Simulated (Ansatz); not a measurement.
Ways to break one bond of N[SiH2]O[SiH2]N:

A. N[SiH2]O[SiH2]N -> N[SiH2] + N[SiH2][O]
B. N[SiH2]O[SiH2]N -> N[SiH2]O[SiH2] + [NH2] (NH2)
C. N[SiH2]O[SiH2]N -> [NH][SiH2]O[SiH2]N + H atom

Quantity: bond dissociation energy (electronic energy difference), kcal/mol. Structures are relaxed separately at B3LYP-D3(BJ)/def2-TZVP in Ansatz (a quantum-chemistry and plane-wave program), one conformer each, not searched for the lowest. Valence correlation only, unless marked. Open shells are spin-unrestricted. No spin-orbit coupling. Non-relativistic. Basis-set limits of correlation are two-point, X^-3; Hartree-Fock from the larger set.

```
   PBE0-D4/def2-TZVPD (Ansatz + dftd4)  BHLYP-D3(BJ)/def2-TZVPD (Ansatz + dftd3)  HSE06/def2-TZVPD (Ansatz)  CCSD(T)/CBS(cc-pV(T+d)Z,cc-pV(Q+d)Z) (Ansatz)
-  -----------------------------------  ----------------------------------------  -------------------------  ---------------------------------------------
A                                129.3                                     130.6                      127.3                                            [?]
B                                109.7                                     108.5                      108.8                                            [?]
C                                113.8                                     112.9                      113.9                                            [?]
```

Task: Fill in the missing entries.

Result: 
- A, CCSD(T)/CBS(cc-pV(T+d)Z,cc-pV(Q+d)Z) (Ansatz): 139.4
- B, CCSD(T)/CBS(cc-pV(T+d)Z,cc-pV(Q+d)Z) (Ansatz): 115.7
- C, CCSD(T)/CBS(cc-pV(T+d)Z,cc-pV(Q+d)Z) (Ansatz): 118.7
